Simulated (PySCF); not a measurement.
# Computed vibrations of [Pr(NH3)2]3+

[Pr(NH3)2]3+ (singlet in the valence; each metal's 4f electrons, 2 of them, lie in its core potential, out of spins and levels). PySCF 2.14.0, RKS PBE, Pr lcecp-1-SVP with ECP48, N def2-SVP, H def2-SVP; non-relativistic Hamiltonian with scalar-relativistic core potentials where named; density fitting; no spin-orbit coupling. Central differences of gradients.

```xyz
9

Pr    0.2755   -0.0108    0.0000
N    -1.0967    0.0450    2.0662
H    -0.6283    0.4957    2.8907
H    -2.0096    0.5583    2.0122
H    -1.3818   -0.8890    2.4522
N    -1.0967    0.0414   -2.0664
H    -0.6343   -0.3805   -2.9093
H    -2.0159   -0.4624   -2.0333
H    -1.3700    0.9942   -2.4126
```

Run from Python with OMP_NUM_THREADS=2. Where DIIS fails, smearing, a level shift and second-order steps follow.
It took 3 min on 2 threads of Arm Neoverse V1 (shared host).

Question: What are the harmonic wavenumbers and infrared intensities?

Answer: Negative numbers are unstable modes, those under 60 cm⁻¹ near the noise; a finer grid moves soft modes by up to 10 cm⁻¹.
```json
{"cm⁻¹": "-73", "km/mol": "–", "symmetry": ""}
{"cm⁻¹": "-67", "km/mol": "–", "symmetry": ""}
{"cm⁻¹": "72", "km/mol": "6.7", "symmetry": ""}
{"cm⁻¹": "352", "km/mol": "2.2", "symmetry": ""}
{"cm⁻¹": "357", "km/mol": "14.9", "symmetry": ""}
{"cm⁻¹": "642", "km/mol": "19.5", "symmetry": ""}
{"cm⁻¹": "643", "km/mol": "16.9", "symmetry": ""}
{"cm⁻¹": "653", "km/mol": "124.4", "symmetry": ""}
{"cm⁻¹": "670", "km/mol": "79.4", "symmetry": ""}
{"cm⁻¹": "1369", "km/mol": "140.7", "symmetry": ""}
{"cm⁻¹": "1371", "km/mol": "54.2", "symmetry": ""}
{"cm⁻¹": "1541", "km/mol": "90.3", "symmetry": ""}
{"cm⁻¹": "1543", "km/mol": "75.0", "symmetry": ""}
{"cm⁻¹": "1544", "km/mol": "51.5", "symmetry": ""}
{"cm⁻¹": "1545", "km/mol": "4.7", "symmetry": ""}
{"cm⁻¹": "3200", "km/mol": "531.9", "symmetry": ""}
{"cm⁻¹": "3208", "km/mol": "102.1", "symmetry": ""}
{"cm⁻¹": "3262", "km/mol": "98.4", "symmetry": ""}
{"cm⁻¹": "3262", "km/mol": "245.6", "symmetry": ""}
{"cm⁻¹": "3273", "km/mol": "156.5", "symmetry": ""}
{"cm⁻¹": "3274", "km/mol": "204.3", "symmetry": ""}
```

Question: Is this a minimum?

Answer: No: 2 unstable; the lowest moves the atoms so:
```
Pr   0.00  0.01  0.00
N    0.00 -0.04  0.00
H    0.07 -0.22  0.06
H    0.08  0.11  0.07
H   -0.15 -0.04 -0.12
N    0.00 -0.03  0.00
H   -0.21 -0.51  0.13
H   -0.24  0.42  0.17
H    0.45 -0.01 -0.30
```

An lcecp potential fixes the number of 4f electrons, so in runs with it no electron can move into or out of that shell.
